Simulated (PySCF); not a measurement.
Basis-set dependence of GeF at MP2

PySCF, UHF reference; doublet, unpaired electrons π ↑; De to Ge + F without counterpoise correction. Frozen cores follow the default of each basis and core potential.

| basis | relativity | functions | Re (Å) | ωe (cm⁻¹) | De (eV) | frozen orbitals |
| --- | --- | --- | --- | --- | --- | --- |
| def2-SVP | no relativity | 46 | 1.756 | 699 | 5.00 | 10 |
| def2-TZVPP | no relativity | 79 | 1.754 | 676 | 5.41 | 10 |
| def2-TZVPPD | no relativity | 94 | 1.758 | 664 | 5.49 | 10 |

(1) How does each smaller set differ from the one with most functions, def2-TZVPPD?

Correlated steps freeze 10 core orbitals. Correlated levels converge slowly with the basis: in double zeta they bind strong bonds too weakly, by up to about 1 eV, and carry superposition errors of some tenths. Spin–orbit coupling is left out. The state was picked by a PBE0 search and need not be the measured ground state.

Answers

(1) def2-SVP: -0.2 pm, +5.3 % in ωe, -0.49 eV in De; def2-TZVPP: -0.4 pm, +1.8 % in ωe, -0.08 eV in De. All at MP2; the set with most functions is neither the basis-set limit nor always the best.
